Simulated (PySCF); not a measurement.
## FeBr: frontier orbitals

ωB97X at R = 2.336 Å; Fe def2-TZVPP, Br def2-TZVPP; no relativity (PySCF 2.14). State: ⁶Δ (sextet), unpaired electrons σ ↑↑, π ↑↑, δ ↑. Only the outer orbitals are listed, counted within each symmetry.

```
spin  orbital  occ.  ε (eV)  on Fe (%)            main shells (%)
   α       2δ     1  -13.37        100                   100 Fe d
   α      14σ     1  -11.81         32   67 Br p, 21 Fe s, 9 Fe d
   α       7π     1  -10.55          5                    95 Br p
   α       7π     1  -10.55          5                    95 Br p
   α      15σ     1   -7.64         89  66 Fe s, 23 Fe p, 11 Br p
   α       8π     0    1.35         97                    95 Fe p
   α       8π     0    1.35         97                    95 Fe p
   α      16σ     0    3.23        107           65 Fe p, 36 Fe s
   β      13σ     1  -11.96         20            78 Br p, 9 Fe s
   β       2δ     1  -11.00        100                   100 Fe d
   β       6π     1  -10.60          8                    92 Br p
   β       6π     1  -10.60          8                    92 Br p
   β      14σ     0   -1.51        101           51 Fe d, 49 Fe s
   β       7π     0   -0.62         94                    94 Fe d
   β       7π     0   -0.62         94                    94 Fe d
```

Q: Which are the highest filled and the lowest empty level, where do they sit, and how wide is the gap?

A: Highest filled α 15σ at -7.64 eV (in %: 66 Fe s, 23 Fe p, 11 Br p); lowest empty β 14σ at -1.51 eV (in %: 51 Fe d, 49 Fe s); the gap at ωB97X is 6.13 eV.

* bond order (Mayer): 1.05
* ⟨S²⟩: 8.755
* charge on Fe (Mulliken, basis-dependent): 0.39
* charge on Fe (Löwdin, basis-dependent): -0.03
* dipole moment (positive dipole means Fe(−)Br(+)): -2.35 D

Shares are Mulliken populations and can fall outside 0 to 100 %.

Spin–orbit coupling is left out. The state is the lowest single determinant that the PBE0 search found; with open d or f shells the true ground state can be another one.
